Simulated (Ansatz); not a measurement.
One change: `N[Si]1(F)CO1` becomes `F[Si]1(F)CO1`.

Ansatz, PBE0-D4/def2-TZVP geometries, multiplicity 1. Each molecule was computed in one conformer, which needn't be the lowest.

| property | `N[Si]1(F)CO1` |
| --- | --- |
| HOMO–LUMO gap (PBE/def2-TZVPP) / eV | 5.50 |
| ideal-gas entropy at 298 K and 1 bar (rigid rotor, harmonic PBE0-D4/def2-TZVP) / J/(mol·K) | 322 |
| HOMO–LUMO gap (ωB97M-V/def2-TZVPP) / eV | 11.65 |
| LUMO energy (PBE0/def2-TZVPP) / eV | 0.39 |
| HOMO energy (PBE0/def2-TZVPP) / eV | -7.42 |
| LUMO energy (B3LYP/def2-TZVPP) / eV | 0.04 |

Task: Give the same properties after the change, and the shifts. (An estimate is asked.)

Result: Computed: 
| property | `F[Si]1(F)CO1` | shift |
| --- | --- | --- |
| HOMO–LUMO gap (PBE/def2-TZVPP) / eV | 5.87 | 0.37 |
| ideal-gas entropy at 298 K and 1 bar (rigid rotor, harmonic PBE0-D4/def2-TZVP) / J/(mol·K) | 305 | -17 |
| HOMO–LUMO gap (ωB97M-V/def2-TZVPP) / eV | 12.54 | 0.89 |
| LUMO energy (PBE0/def2-TZVPP) / eV | -0.13 | -0.52 |
| HOMO energy (PBE0/def2-TZVPP) / eV | -8.48 | -1.06 |
| LUMO energy (B3LYP/def2-TZVPP) / eV | -0.46 | -0.50 |

With PBE0 the HOMO falls by 1.06 eV and the LUMO falls by 0.52 eV, so the gap widens by about 0.54 eV. PBE moves the HOMO by -1.01 eV and ωB97M-V by -1.06 eV. The zero-point energy changes by -60.5 kJ/mol with -6 modes.

B3LYP here is the variant with VWN-RPA as its local correlation; programs differ in this.
